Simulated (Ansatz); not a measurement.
Reactions of `C[CH](C)[Sn][F]`.

Calculated with Ansatz (gas phase, PBE0-D4/def2-TZVP geometries, no zero-point term in ΔE). CBS: MP2 limit from def2 TZ/QZ plus the TZ coupled-cluster correction, frozen cores. This one scheme is used for every species. Functionals use def2-TZVPP. Triplets are unrestricted, without spin–orbit coupling. def2 core potentials past Kr. For Sn outer-core shells are correlated without core-valence functions, which leaves a few kJ/mol of doubt a bond. One conformer a species, not always the lowest.

| reaction | r2SCAN-D4 (kJ/mol) | ωB97M-V (kJ/mol) |
| --- | --- | --- |
| `C[CH](C)[Sn][F]` → `[CH3][SnH2]/[CH]=C\F` | 215 | 210 |
| `C[CH](C)[Sn][F]` + propane → `C[CH](C)[Sn][CH](C)C` + H–F | 163 | 157 |
| `C[CH](C)[Sn][F]` → `C=[CH][SnH]([CH3])[F]` | 93 | 89 |
| `C[CH](C)[Sn][F]` → `C[CH2][Sn][F]` + `[CH2]` (triplet) | 409 | 434 |
| `C[CH](C)[Sn][F]` + HCl → `C[CH](C)[Sn][Cl]` + H–F | -32 | -33 |
| `C[CH](C)[Sn][F]` + `[OH][Al]([OH])[O][SiH3]` → `[F][Sn][O][SiH3]` + `C[CH](C)[Al]([OH])[OH]` | 36 | 34 |
| `C[CH](C)[Sn][F]` + HCl → `[F][Sn][Cl]` + propane | -189 | -183 |
| `C[CH](C)[Sn][F]` + isobutene → `[CH3][Sn][F]` + `C=C(C)C(C)C` | -14 | -17 |
| `C[CH](C)[Sn][F]` + dimethylamine → `C[N](C)[Sn][F]` + propane | -109 | -98 |
| `C[CH](C)[Sn][F]` → `C=C[CH2][SnH2][F]` | 109 | 109 |

(1) Give the CCSD(T)/CBS values in the same order. (Estimate.)

Largest T1 diagnostic: 0.017, for `C[N](C)[Sn][F]`.

Results:

(1) Computed: 217, 142, 82, 435, -39, 40, -178, -15, -103, 108 kJ/mol.
